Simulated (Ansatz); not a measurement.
Start from `C[O][AlH][NH2]` and change one atom or group to get `[NH2][AlH][O][SiH2][SiH3]`.

Ansatz, PBE0-D4/def2-TZVP geometries, multiplicity 1. Each molecule was computed in one conformer, which needn't be the lowest.

| property | `C[O][AlH][NH2]` |
| --- | --- |
| LUMO energy (PBE0/def2-TZVPP) / eV | 0.15 |
| LUMO energy (PBE/def2-TZVPP) / eV | -0.61 |
| HOMO energy (PBE0/def2-TZVPP) / eV | -7.30 |
| HOMO energy (PBE/def2-TZVPP) / eV | -5.89 |
| HOMO–LUMO gap (PBE/def2-TZVPP) / eV | 5.28 |
| HOMO energy (B3LYP/def2-TZVPP) / eV | -7.05 |

(1) Give the same properties after the change, and the shifts. (An estimate is asked.)

## Answers

(1) Computed: 
```tsv
property	`[NH2][AlH][O][SiH2][SiH3]`	shift
LUMO energy (PBE0/def2-TZVPP) / eV	-0.41	-0.56
LUMO energy (PBE/def2-TZVPP) / eV	-1.26	-0.65
HOMO energy (PBE0/def2-TZVPP) / eV	-7.61	-0.31
HOMO energy (PBE/def2-TZVPP) / eV	-6.23	-0.34
HOMO–LUMO gap (PBE/def2-TZVPP) / eV	4.98	-0.30
HOMO energy (B3LYP/def2-TZVPP) / eV	-7.37	-0.32
```

With PBE0 the HOMO falls by 0.31 eV and the LUMO falls by 0.56 eV, so the gap narrows by about 0.25 eV. PBE moves the HOMO by -0.34 eV and ωB97M-V by -0.09 eV.

B3LYP here is the variant with VWN-RPA as its local correlation; programs differ in this.
